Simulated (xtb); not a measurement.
A run for xtb: GFN2-xTB on CH4N2O (a complex), monomers drawn apart or pushed together.

```
$ xtb mol.xyz --gfn 2 --sp --chrg 0 --uhf 0
8

N      0.32021269     0.45340835    -0.17874948
N     -0.02607307     0.68265078     0.82942213
C      0.04495275    -0.48648543     5.23654523
O     -1.20355146    -0.00533816     4.76434067
H      0.52887154    -1.15724775     4.51712781
H     -0.15466810    -1.04968698     6.14732663
H      0.73778027     0.32736027     5.47927872
H     -1.05292882     0.47444518     3.94399877
```

The head of its log:

```
[...]
           -------------------------------------------------
          |                Calculation Setup                |
           -------------------------------------------------



molecular fragmentation (1/2 indicates fragments):
11222222
# atoms in fragment 1/2:     2     6
 fragment masses (1/2) :       28.01       32.04
CMA distance (Bohr)    :   9.018
constraining FC (au)   :  0.0500

           -------------------------------------------------
          |                 G F N 2 - x T B                 |
           -------------------------------------------------

        Reference                      10.1021/acs.jctc.8b01176
      * Hamiltonian:
        H0-scaling (s, p, d)           1.850000    2.230000    2.230000
        zeta-weighting                 0.500000
      * Dispersion:
        s8                             2.700000
        a1                             0.520000
        a2                             5.000000
        s9                             5.000000
      * Repulsion:
        kExp                           1.500000    1.000000
        rExp                           1.000000
      * Coulomb:
        alpha                          2.000000
        third order                    shell-resolved
        anisotropic                    true
        a3                             3.000000
        a5                             4.000000
        cn-shift                       1.200000
        cn-exp                         4.000000
        max-rad                        5.000000


          ...................................................
          :                      SETUP                      :
          :.................................................:
          :  # basis functions                  20          :
          :  # atomic orbitals                  20          :
          :  # shells                           12          :
          :  # electrons                        24          :
          :  max. iterations                   250          :
          :  Hamiltonian                  GFN2-xTB          :
          :  restarted?                      false          :
          :  GBSA solvation                  false          :
          :  PC potential                    false          :
          :  electronic temp.          300.0000000     K    :
          :  accuracy                    1.0000000          :
          :  -> integral cutoff          0.2500000E+02      :
          :  -> integral neglect         0.1000000E-07      :
          :  -> SCF convergence          0.1000000E-05 Eh   :
          :  -> wf. convergence          0.1000000E-03 e    :
          :  Broyden damping             0.4000000          :
          :  net charge                          0          :
          :  unpaired electrons                  0          :
          ...................................................

 iter      E             dE          RMSdq      gap      omega  full diag
   1    -14.1459087 -0.141459E+02  0.564E+00    5.37       0.0  T
   2    -14.1531896 -0.728085E-02  0.312E+00    4.85       1.0  T
```

Q: Give the final energy of this run.

A: -13.9905 hartree.
